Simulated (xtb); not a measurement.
xtb input file for silylarsine (AsH5Si), SMILES [SiH3][AsH2], GFN2-xTB. 

```
$ xtb mol.xyz --gfn 2 --sp --chrg 0 --uhf 0 --json
$ cat mol.xyz
7

Si    -1.53543142    -0.00590158     0.00000000
As     0.78606548     0.06227335    -0.00000000
H     -2.05029231     0.69133050     1.18586630
H     -2.05029231     0.69133051    -1.18586630
H     -2.11481283    -1.35445866    -0.00000001
H      0.88563833    -1.00030032     1.05579195
H      0.88563834    -1.00030033    -1.05579194
```

It prints:

```
[banner left out]
          |                Calculation Setup                |
           -------------------------------------------------



           -------------------------------------------------
          |                 G F N 2 - x T B                 |
           -------------------------------------------------

        Reference                      10.1021/acs.jctc.8b01176
      * Hamiltonian:
        H0-scaling (s, p, d)           1.850000    2.230000    2.230000
        zeta-weighting                 0.500000
      * Dispersion:
        s8                             2.700000
        a1                             0.520000
        a2                             5.000000
        s9                             5.000000
      * Repulsion:
        kExp                           1.500000    1.000000
        rExp                           1.000000
      * Coulomb:
        alpha                          2.000000
        third order                    shell-resolved
        anisotropic                    true
        a3                             3.000000
        a5                             4.000000
        cn-shift                       1.200000
        cn-exp                         4.000000
        max-rad                        5.000000


          ...................................................
          :                      SETUP                      :
          :.................................................:
          :  # basis functions                  25          :
          :  # atomic orbitals                  23          :
          :  # shells                           11          :
          :  # electrons                        14          :
          :  max. iterations                   250          :
          :  Hamiltonian                  GFN2-xTB          :
          :  restarted?                      false          :
          :  GBSA solvation                  false          :
          :  PC potential                    false          :
          :  electronic temp.          300.0000000     K    :
          :  accuracy                    1.0000000          :
          :  -> integral cutoff          0.2500000E+02      :
          :  -> integral neglect         0.1000000E-07      :
          :  -> SCF convergence          0.1000000E-05 Eh   :
          :  -> wf. convergence          0.1000000E-03 e    :
          :  Broyden damping             0.4000000          :
          :  net charge                          0          :
          :  unpaired electrons                  0          :
          ...................................................

 iter      E             dE          RMSdq      gap      omega  full diag
   1     -6.5650904 -0.656509E+01  0.127E+01    4.85       0.0  T
   2     -6.6614565 -0.963661E-01  0.539E+00    4.34       1.0  T
   3     -6.6810817 -0.196252E-01  0.255E+00    4.84       1.0  T
   4     -6.6819627 -0.881003E-03  0.896E-01    4.88       1.0  T
   5     -6.6818666  0.961013E-04  0.398E-01    4.86       1.0  T
   6     -6.6820643 -0.197683E-03  0.352E-01    4.86       1.0  T
   7     -6.6820954 -0.311478E-04  0.634E-02    4.86       1.0  T
   8     -6.6820974 -0.194793E-05  0.169E-02    4.86       2.2  T
   9     -6.6820975 -0.124399E-06  0.452E-03    4.86       8.4  T
  10     -6.6820975  0.113083E-08  0.155E-03    4.86      24.4  T
  11     -6.6820975 -0.263746E-08  0.972E-04    4.86      38.9  T
  12     -6.6820975 -0.698206E-09  0.229E-04    4.86     165.3  T

   *** convergence criteria satisfied after 12 iterations ***

         #    Occupation            Energy/Eh            Energy/eV
      -------------------------------------------------------------
         1        2.0000           -0.7125539             -19.3896
         2        2.0000           -0.5823189             -15.8457
         3        2.0000           -0.4430307             -12.0555
         4        2.0000           -0.4346030             -11.8261
         5        2.0000           -0.4275756             -11.6349
         6        2.0000           -0.4155988             -11.3090
         7        2.0000           -0.3711894             -10.1006 (HOMO)
         8                         -0.1924948              -5.2381 (LUMO)
         9                         -0.1900753              -5.1722
        10                         -0.1698582              -4.6221
        11                         -0.1645335              -4.4772
        12                         -0.1126744              -3.0660
       ...                                ...                  ...
        23                          1.1465539              31.1993
      -------------------------------------------------------------
                  HL-Gap            0.1786945 Eh            4.8625 eV
             Fermi-level           -0.2818421 Eh           -7.6693 eV

 SCC (total)                   0 d,  0 h,  0 min,  0.003 sec
 SCC setup                      ...        0 min,  0.000 sec (  2.970%)
 Dispersion                     ...        0 min,  0.000 sec (  1.038%)
 classical contributions        ...        0 min,  0.000 sec (  0.569%)
 integral evaluation            ...        0 min,  0.000 sec ( 14.954%)
 iterations                     ...        0 min,  0.002 sec ( 56.157%)
 molecular gradient             ...        0 min,  0.001 sec ( 20.834%)
 printout                       ...        0 min,  0.000 sec (  3.206%)

         :::::::::::::::::::::::::::::::::::::::::::::::::::::
         ::                     SUMMARY                     ::
         :::::::::::::::::::::::::::::::::::::::::::::::::::::
         :: total energy              -6.639743735831 Eh    ::
         :: gradient norm              0.000040169468 Eh/a0 ::
         :: HOMO-LUMO gap              4.862525169042 eV    ::
         ::.................................................::
         :: SCC energy                -6.682096742676 Eh    ::
         :: -> isotropic ES            0.009892627191 Eh    ::
         :: -> anisotropic ES          0.001525162313 Eh    ::
         :: -> anisotropic XC          0.003345806810 Eh    ::
         :: -> dispersion             -0.003800589014 Eh    ::
         :: repulsion energy           0.042353006845 Eh    ::
         :: add. restraining           0.000000000000 Eh    ::
         :: total charge              -0.000000000000 e     ::
         :::::::::::::::::::::::::::::::::::::::::::::::::::::

           -------------------------------------------------
          |                Property Printout                |
           -------------------------------------------------

    * Orbital Energies and Occupations

         #    Occupation            Energy/Eh            Energy/eV
      -------------------------------------------------------------
         1        2.0000           -0.7125539             -19.3896
         2        2.0000           -0.5823189             -15.8457
         3        2.0000           -0.4430307             -12.0555
         4        2.0000           -0.4346030             -11.8261
         5        2.0000           -0.4275756             -11.6349
         6        2.0000           -0.4155988             -11.3090
         7        2.0000           -0.3711894             -10.1006 (HOMO)
         8                         -0.1924948              -5.2381 (LUMO)
         9                         -0.1900753              -5.1722
        10                         -0.1698582              -4.6221
        11                         -0.1645335              -4.4772
        12                         -0.1126744              -3.0660
        13                         -0.0693646              -1.8875
        14                         -0.0681649              -1.8549
Note: The following floating-point exceptions are signalling: IEEE_UNDERFLOW_FLAG IEEE_DENORMAL
normal termination of xtb
        15                          0.0077861               0.2119
        16                          0.0961886               2.6174
        17                          0.0994935               2.7074
        18                          0.3295142               8.9665
       ...                                ...                  ...
        23                          1.1465539              31.1993
      -------------------------------------------------------------
                  HL-Gap            0.1786945 Eh            4.8625 eV
             Fermi-level           -0.2818421 Eh           -7.6693 eV

     #   Z          covCN         q      C6AA      α(0)
     1  14 Si       3.677     0.423    99.221    19.085
     2  33 As       2.869    -0.005   214.418    26.836
     3   1 H        0.917    -0.111     5.984     3.826
     4   1 H        0.917    -0.111     5.984     3.826
     5   1 H        0.917    -0.095     5.384     3.629
     6   1 H        0.972    -0.050     4.090     3.160
     7   1 H        0.972    -0.050     4.090     3.160

 Mol. C6AA /au·bohr⁶  :       1277.591079
 Mol. C8AA /au·bohr⁸  :      63171.779778
 Mol. α(0) /au        :         63.523414


Wiberg/Mayer (AO) data.
largest (>0.10) Wiberg bond orders for each atom

 ---------------------------------------------------------------------------
     #   Z sym  total        # sym  WBO       # sym  WBO       # sym  WBO
 ---------------------------------------------------------------------------
     1  14 Si   3.644 --     2 As   0.997     5 H    0.874     3 H    0.872
                             4 H    0.872
     2  33 As   3.132 --     1 Si   0.997     6 H    0.979     7 H    0.979
     3   1 H    0.988 --     1 Si   0.872
     4   1 H    0.988 --     1 Si   0.872
     5   1 H    0.991 --     1 Si   0.874
     6   1 H    0.997 --     2 As   0.979
     7   1 H    0.997 --     2 As   0.979
 ---------------------------------------------------------------------------

Topologies differ in total number of bonds
Writing topology from bond orders to xtbtopo.mol

molecular dipole:
                 x           y           z       tot (Debye)
 q only:       -0.162       0.136       0.000
   full:       -0.144      -0.123       0.000       0.480
molecular quadrupole (traceless):
                xx          xy          yy          xz          yz          zz
 q only:       -0.148       0.736       0.193      -0.000       0.000      -0.045
  q+dip:       -2.596       0.357       1.481      -0.000       0.000       1.115
   full:       -3.109      -0.510       1.196      -0.000       0.000       1.913


           -------------------------------------------------
          | TOTAL ENERGY               -6.639743735831 Eh   |
          | GRADIENT NORM               0.000040169468 Eh/α |
          | HOMO-LUMO GAP               4.862525169042 eV   |
           -------------------------------------------------

------------------------------------------------------------------------
------------------------------------------------------------------------
 total:
 SCF:
```

The run converged.

Cost: around 0.03 core-seconds (rough).
